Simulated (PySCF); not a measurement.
The numbers are results of PBE-D3(BJ)/def2-TZVP // PBE0-D4/def2-TZVP in PySCF, not measurements. All species are isolated molecules in the gas phase. One relaxed conformer stands for a flexible species; it need not be the lowest. Excitations are Tamm–Dancoff values on a coarser integration grid. The basis has no diffuse functions, so Rydberg states are missing or too high.

Reference species (SMILES): `BC(=C)C(N)=C` (neutral, multiplicity 1).

The S1 excitation (TDA) is 2.64 eV and the S1–T1 gap (TDA) is 0.61 eV.

Changed species: `N/C(C=C)=C\B`.

Task: What does the change do to the S1 excitation (TDA) and S1–T1 gap (TDA)?

Result: the S1 excitation (TDA) increases by 1.31 eV, to 3.95 eV; the S1–T1 gap (TDA) rises by 0.99 eV, to 1.60 eV.
